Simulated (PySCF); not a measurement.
Work out the structure from these simulated measurements.

Formula: C5H9NOSi.

* UV, first state: lowest singlet excitation: 6.00 eV (207 nm, f = 0.099) [TDDFT B3LYP/def2-SVPD]
* NMR, other nuclei: isotropic shieldings of nuclei other than C and H, by class: -38 (1 N), 10 (1 O), 421 (1 Si) ppm [GIAO PBE0/pcSseg-1]
* Rotational structure: rotational constants A, B, C: 3.388, 1.130, 0.968 GHz [GFN2-xTB]
* Triplet: lowest triplet excitation (Tamm–Dancoff): 4.13 eV [TDA B3LYP/def2-SVPD]
* 13C NMR: chemical shifts (computed TMS as zero) by class: 155.2 (1 C), 150.8 (1 C), 140.3 (1 C), 27.7 (1 C), 15.0 (1 C) ppm [GIAO PBE0/pcSseg-1]
* Dipole: 1.75 D [B3LYP/def2-SVPD]
* Polarisability: 92.1 au [B3LYP/def2-SVPD]
* 1H NMR: chemical shifts (computed TMS as zero) by class: 7.70 (1 H), 7.61 (1 H), 3.73 (3 H), 2.99 (2 H), 1.01 (2 H) ppm [GIAO PBE0/pcSseg-1]

Gas-phase values; electronic properties from PySCF, density fitting. Levels stand in brackets. One conformer (not necessarily the lowest) at the GFN2-xTB geometry, without solvent, vibrations or thermal averaging. Each NMR value is the plain mean over a class of atoms that symmetry, rotation or inversion makes alike.

Problem. Propose a structure and show how it fits.

Solution. Numbering: `[SiH3:1][CH2:2][CH2:3][c:4]1[cH:5][o:6][cH:7][n:8]1`. Its formula, C5H9NOSi, gives 3 degrees of unsaturation: 1 ring and 2 π bonds in the structure found (Kekulé form). 5 carbons fall into 5 classes; from least to most shielded: aromatic CH next to a ring nitrogen [C7] (155.2 ppm), substituted aromatic carbon [C4] (150.8 ppm), aromatic CH next to a ring oxygen [C5] (140.3 ppm), benzylic-type carbon [C3] (27.7 ppm), chain sp3 carbon bound to silicon [C2] (15.0 ppm). Hydrogen classes from least to most shielded: 1 H on an aromatic CH next to a ring nitrogen, C7 (7.70 ppm), 1 H on an aromatic CH next to a ring oxygen, C5 (7.61 ppm), 3 H on an SiH3 silicon, Si1 (3.73 ppm, a mean of values up to 0.7 ppm apart in this geometry), 2 H on a benzylic-type carbon, C3 (2.99 ppm), 2 H on an sp3 carbon bound to silicon, C2 (1.01 ppm). The other shieldings belong to: -38 ppm, pyridine-type nitrogen [N8]; 10 ppm, furan-type oxygen [O6]; 421 ppm, SiH3 silicon [Si1]. S1 is mainly HOMO→LUMO (weight 0.91); the largest Löwdin shares of the orbital it empties are 0.32 on the aromatic CH next to a ring oxygen, 0.22 on the substituted aromatic carbon, 0.17 on the aromatic CH next to a ring nitrogen and 0.08 on the furan-type oxygen, of the orbital it fills 0.24 on the aromatic CH next to a ring nitrogen, 0.21 on the furan-type oxygen, 0.16 on the aromatic CH next to a ring oxygen and 0.15 on the pyridine-type nitrogen. The optimised geometry has point group C1 and is an asymmetric top. Structure: `[SiH3]CCc1cocn1`. Computed isomers that give other values at the same levels: `CO[C@@H]1[C@@H]([SiH3])[C@@H]1C#N` (13C chemical shifts (computed TMS as zero) by class: 124.3 (1 C), 66.6 (1 C), 60.1 (1 C), 12.5 (1 C), 8.1 (1 C) ppm); `[SiH3]CCc1ncco1` (13C chemical shifts (computed TMS as zero) by class: 170.8 (1 C), 142.8 (1 C), 136.3 (1 C), 29.6 (1 C), 12.3 (1 C) ppm); `C=C[C@H](C#N)CO[SiH3]` (13C chemical shifts (computed TMS as zero) by class: 142.5 (1 C), 129.5 (1 C), 121.9 (1 C), 70.6 (1 C), 40.5 (1 C) ppm). The assignments are read from this structure; whether some other isomer fits the data as well wasn't checked.

The values belong to the conformer `[SiH3:1][CH2:2][CH2:3][c:4]1[cH:5][o:6][cH:7][n:8]1`: Si1–C2–C3–C4 -58°, C2–C3–C4–C5 -91°.
